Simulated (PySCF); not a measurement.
C3H3ClF2, SMILES FC(F)/C=C/Cl.

The structure is a stationary point at PBE-D3(BJ)/def2-SVP. Other conformers were not sampled.

These are TDA-B3LYP/def2-SVPD in PySCF values and carry that method's errors.

Vertical excitations. Isolated molecule, no solvent.

Computed UV-visible absorptions:
```tsv
state	energy (eV)	λ (nm)	f	main pairs
S1	6.51	190	0.012	HOMO−1→LUMO 96 %
S2	6.62	187	0.096	HOMO→LUMO+1 75 %, HOMO→LUMO 19 %
S3	6.73	184	0.326	HOMO→LUMO 63 %, HOMO→LUMO+1 22 %
S4	7.47	166	0.000	HOMO→LUMO+2 93 %
S5	7.61	163	0.002	HOMO−2→LUMO 95 %
S6	7.67	162	0.003	HOMO→LUMO+3 92 %
S7	7.92	157	0.001	HOMO−1→LUMO+1 94 %
S8	8.12	153	0.007	HOMO→LUMO+4 94 %
S9	8.66	143	0.004	HOMO→LUMO+5 85 %
S10	8.70	143	0.006	HOMO−1→LUMO+2 66 %, HOMO−3→LUMO 14 %, HOMO−1→LUMO+3 10 %
T1	4.00	310	0	HOMO→LUMO 93 %
T2	6.17	201	0	HOMO→LUMO+1 91 %
T3	6.35	195	0	HOMO−1→LUMO 98 %
T4	7.15	173	0	HOMO−1→LUMO+1 86 %
```
Triplets are in the Tamm–Dancoff approximation.
